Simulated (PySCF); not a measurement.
A calculated (PBE0, PySCF 2.14, aug-cc-pVDZ-DK, the spin-free X2C one-electron Hamiltonian (Gaussian nucleus)) atom or ion has these occupied shells.

```tsv
shell	electrons	orbital energy (eV)	rms radius, mean of both spins (bohr)
1s α	1	-2807.6	0.105
1s β	1	-2806.9	0.105
2s α	1	-290.32	0.481
2s β	1	-289.62	0.481
2p α	3	-227.06	0.452
2p β	3	-225.99	0.452
3s α	1	-49.467	1.55
3s β	1	-43.856	1.55
3p α	3	-34.936	1.72
```

**Question.** Name the element and its charge.

**Answer.** Cl²⁺ (chlorine, charge +2), in [Ne] 3s2 3p3, high-spin 4S determinant.
